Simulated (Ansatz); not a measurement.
```yaml
crystal:
  periodic: [false, false, false]
  atoms:
    - {symbol: Cd, position_ang: [1.371537, 0.868355, 1.173782]}
    - {symbol: Cd, position_ang: [-0.961318, -0.936335, 0.110706]}
    - {symbol: Se, position_ang: [-0.131750, -0.978205, 2.419416]}
    - {symbol: Se, position_ang: [0.778441, 1.239852, -1.450052]}
    - {symbol: Se, position_ang: [-1.056911, -0.193656, -2.253852]}
basis:
  gaussian: {orbitals: def2-TZVPD, initial_orbitals: start.molden}
total_charge: -1
magnetization: {spin_polarized: true, initial_magnetization: 1}
hamiltonian: {xc: {name: wB97X-V}}
scf: {omitted_lower_state_checks: [starts]}
output: {orbitals: {seedname: orbitals}}
```

The file start.molden holds the orbitals of an earlier run on this structure, at another level or in another basis.

```sh
$ ansatz run in.yaml --threads 4 --pin off --events-out ev --progress --plain --max-ram 4787MiB
```

Problem. Does this run fit into the memory that it is given?

Solution. No. It has 251 basis functions, and Ansatz plans for 6 GiB where 5 GiB are given.
